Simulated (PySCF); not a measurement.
A structure optimised at PBE-D3(BJ)/def2-SVP, used in a PySCF frequency run:

```
C
C 1 1.3480
H 1 1.1036 2 120.45
H 2 1.1038 1 121.92 3 180.00
H 2 1.1048 4 116.29 1 180.00
Ga 1 1.9383 3 119.56 2 180.00
F 6 1.7655 1 123.91 3 0.00
Cl 6 2.1581 7 114.03 1 180.00
```

Q: Write its SMILES, formula and point group.

A: C=[CH][Ga]([F])[Cl], C₂H₃ClFGa, Cs

Q: What are its rotational constants (standard atomic weights)?

A: 3.0926, 2.3295, 1.3287 GHz
